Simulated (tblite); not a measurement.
Species: C₅H₁₁NOSi.
Numbering: `[N:1]#[C:2][CH2:3][CH2:4][CH2:5][CH2:6][SiH2:7][OH:8]` (hydrogens: H9, H10 on C3; H11, H12 on C4; H13, H14 on C5; H15, H16 on C6; H17, H18 on Si7; H19 on O8)

Computed with GFN2-xTB (tblite), gas phase: L-BFGS steps from a force-field or distance-geometry start until the largest atomic force falls under 0.01 eV/Å.

Geometry at step 9:
```
atom  x, y, z in Å
N1     -4.7397    0.6607    0.3769
C2     -3.6432    0.8980    0.1545
C3     -2.2630    1.1841   -0.1225
C4     -1.3899   -0.0619    0.0895
C5      0.0805    0.2331   -0.1970
C6      0.9363   -1.0094    0.0192
Si7     2.7955   -0.7843   -0.3306
O8      3.4500    0.3454    0.6406
H9     -2.1984    1.5322   -1.1597
H10    -1.9525    1.9907    0.5508
H11    -1.5047   -0.4055    1.1214
H12    -1.7416   -0.8583   -0.5723
H13     0.4218    1.0370    0.4584
H14     0.1792    0.5784   -1.2281
H15     0.7890   -1.3515    1.0458
H16     0.5596   -1.8014   -0.6274
H17     3.0237   -0.2569   -1.6739
H18     3.4819   -2.0620   -0.0888
H19     3.7057    0.1406    1.5357
```

Q: What forces act on the atoms?

A: 
```json
{"atom": "N1", "Fx (eV/Å)": "0.025", "Fy (eV/Å)": "-0.010", "Fz (eV/Å)": "0.002"}
{"atom": "C2", "Fx (eV/Å)": "-0.168", "Fy (eV/Å)": "-0.049", "Fz (eV/Å)": "0.027"}
{"atom": "C3", "Fx (eV/Å)": "-0.015", "Fy (eV/Å)": "0.014", "Fz (eV/Å)": "0.015"}
{"atom": "C4", "Fx (eV/Å)": "-0.089", "Fy (eV/Å)": "0.115", "Fz (eV/Å)": "-0.025"}
{"atom": "C5", "Fx (eV/Å)": "-0.036", "Fy (eV/Å)": "-0.004", "Fz (eV/Å)": "0.013"}
{"atom": "C6", "Fx (eV/Å)": "0.063", "Fy (eV/Å)": "-0.054", "Fz (eV/Å)": "-0.038"}
{"atom": "Si7", "Fx (eV/Å)": "0.073", "Fy (eV/Å)": "-0.036", "Fz (eV/Å)": "-0.027"}
{"atom": "O8", "Fx (eV/Å)": "0.040", "Fy (eV/Å)": "0.042", "Fz (eV/Å)": "-0.014"}
{"atom": "H9", "Fx (eV/Å)": "0.096", "Fy (eV/Å)": "0.009", "Fz (eV/Å)": "0.078"}
{"atom": "H10", "Fx (eV/Å)": "0.072", "Fy (eV/Å)": "-0.015", "Fz (eV/Å)": "-0.094"}
{"atom": "H11", "Fx (eV/Å)": "0.004", "Fy (eV/Å)": "-0.011", "Fz (eV/Å)": "-0.035"}
{"atom": "H12", "Fx (eV/Å)": "0.022", "Fy (eV/Å)": "0.001", "Fz (eV/Å)": "0.039"}
{"atom": "H13", "Fx (eV/Å)": "0.039", "Fy (eV/Å)": "0.013", "Fz (eV/Å)": "-0.002"}
{"atom": "H14", "Fx (eV/Å)": "0.051", "Fy (eV/Å)": "0.006", "Fz (eV/Å)": "-0.016"}
{"atom": "H15", "Fx (eV/Å)": "-0.003", "Fy (eV/Å)": "-0.050", "Fz (eV/Å)": "0.020"}
{"atom": "H16", "Fx (eV/Å)": "-0.052", "Fy (eV/Å)": "-0.074", "Fz (eV/Å)": "0.008"}
{"atom": "H17", "Fx (eV/Å)": "-0.012", "Fy (eV/Å)": "0.012", "Fz (eV/Å)": "0.104"}
{"atom": "H18", "Fx (eV/Å)": "-0.080", "Fy (eV/Å)": "0.030", "Fz (eV/Å)": "-0.061"}
{"atom": "H19", "Fx (eV/Å)": "-0.031", "Fy (eV/Å)": "0.059", "Fz (eV/Å)": "0.007"}
```

The largest, 0.18 eV/Å, acts on C2; the rms over all components is 0.051 eV/Å. The forces sum to zero within rounding, as they must for an isolated molecule in no field.

Q: Give the force on C2 in Eh/bohr and in nN.

A: 0.177 eV/Å ÷ 51.422 = 0.00344 Eh/bohr, and 0.177 eV/Å × 1.602 = 0.28 nN.

Q: How far is this geometry from the end of the optimisation?

A: 0.023 eV above it, and 0.100 Å rms away after alignment. The bonds farthest from their final lengths, with half the difference of the two atoms' forces along the bond (positive lengthens):

```json
{"bond": "Si7–H18", "now (Å)": "1.470", "final (Å)": "1.465", "force along bond (eV/Å)": "-0.07"}
{"bond": "Si7–H17", "now (Å)": "1.461", "final (Å)": "1.456", "force along bond (eV/Å)": "-0.06"}
{"bond": "C2–C3", "now (Å)": "1.437", "final (Å)": "1.439", "force along bond (eV/Å)": "+0.08"}
{"bond": "C5–C6", "now (Å)": "1.524", "final (Å)": "1.527", "force along bond (eV/Å)": "+0.04"}
{"bond": "C3–H9", "now (Å)": "1.096", "final (Å)": "1.094", "force along bond (eV/Å)": "-0.03"}
{"bond": "C6–Si7", "now (Å)": "1.905", "final (Å)": "1.907", "force along bond (eV/Å)": "0.00"}
```

The angle farthest from its final value is O8–Si7–H17, 103.6° against 100.8°.

The cost below is that of the whole relaxation. On one thread, Arm Neoverse V2 (aarch64), shared host with 96 logical CPUs at a one-minute load of 31, this took 0.39 s.
